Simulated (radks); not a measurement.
The sulfur anion S-, [Ne] 3s2 3p5, held by a Watson sphere: a shell of charge +1 at radius R that stands for the Madelung well of a crystal (potential energy -1/R inside, -1/r outside, in hartree with lengths in bohr). All-electron calculation, non-relativistic Kohn-Sham, r2SCAN, spin-polarised, spherical densities, point nucleus; open shells are filled with parallel spins first; meta-GGA in the generalised Kohn-Sham scheme. Program: a radial shooting solver on a logarithmic mesh with Libxc functionals.

R (bohr) = 1.87: e(3s down) (eV) -18.178; e(3p up) (eV) -8.664; e(3p down) (eV) -7.633; <r> 3p (bohr) 2.061; sum of <r^2> (bohr^2) 33.57; X-ray form factor at sin(theta)/lambda = 0.3 1/angstrom 9.028
R (bohr) = 2.05: e(3s down) (eV) -17.856; e(3p up) (eV) -8.455; e(3p down) (eV) -7.440; <r> 3p (bohr) 2.090; sum of <r^2> (bohr^2) 34.39; X-ray form factor at sin(theta)/lambda = 0.3 1/angstrom 9.008
R (bohr) = 2.83: e(3s down) (eV) -16.545; e(3p up) (eV) -7.415; e(3p down) (eV) -6.453; <r> 3p (bohr) 2.201; sum of <r^2> (bohr^2) 37.57; X-ray form factor at sin(theta)/lambda = 0.3 1/angstrom 8.984
R (bohr) = 3.32: e(3s down) (eV) -15.835; e(3p up) (eV) -6.763; e(3p down) (eV) -5.820; <r> 3p (bohr) 2.254; sum of <r^2> (bohr^2) 39.13; X-ray form factor at sin(theta)/lambda = 0.3 1/angstrom 8.988
R (bohr) = 3.52: e(3s down) (eV) -15.571; e(3p up) (eV) -6.512; e(3p down) (eV) -5.573; <r> 3p (bohr) 2.273; sum of <r^2> (bohr^2) 39.67; X-ray form factor at sin(theta)/lambda = 0.3 1/angstrom 8.991
R (bohr) = 3.57: e(3s down) (eV) -15.507; e(3p up) (eV) -6.450; e(3p down) (eV) -5.513; <r> 3p (bohr) 2.277; sum of <r^2> (bohr^2) 39.79; X-ray form factor at sin(theta)/lambda = 0.3 1/angstrom 8.991
R (bohr) = 4.21: e(3s down) (eV) -14.764; e(3p up) (eV) -5.724; e(3p down) (eV) -4.795; <r> 3p (bohr) 2.324; sum of <r^2> (bohr^2) 41.17; X-ray form factor at sin(theta)/lambda = 0.3 1/angstrom 8.996
R (bohr) = 4.59: e(3s down) (eV) -14.381; e(3p up) (eV) -5.345; e(3p down) (eV) -4.417; <r> 3p (bohr) 2.346; sum of <r^2> (bohr^2) 41.79; X-ray form factor at sin(theta)/lambda = 0.3 1/angstrom 8.998
